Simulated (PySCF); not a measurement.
Worked example: refractive index and permittivity of the vapour

OSr, SMILES [O]=[Sr].

Coordinates come from a B3LYP-D3(BJ)/def2-TZVPD optimisation. The def2 effective core potentials stand for the cores of Sr; spin–orbit coupling is left out.

ωB97X/def2-TZVPD run with PySCF gives a mean static polarisability of 47.1 bohr³ and a dipole moment of 10.22 D. Take an ideal gas at 298.15 K and 0.1 bar, whether or not the substance is that volatile.

### Question
Work out n − 1 in the optical limit and the static ε − 1.

### Answer

Polarisability volume α' = 47.1 × 0.148185 = 6.98 Å³. Number density N = p/kT = 2.43e-6 Å⁻³.
Dilute limit of Lorentz–Lorenz: n − 1 = 2π N α' = 0.00011.
Orientation term of Debye: μ²/(3kT) = 8.098 Å³ × μ²(D²) = 845.80 Å³.
ε − 1 = 4π N (α' + μ²/3kT) = 0.026. Orientation of the dipole supplies 99 % of the static response; it can't follow optical fields. Vibrational polarisation and dispersion are left out.
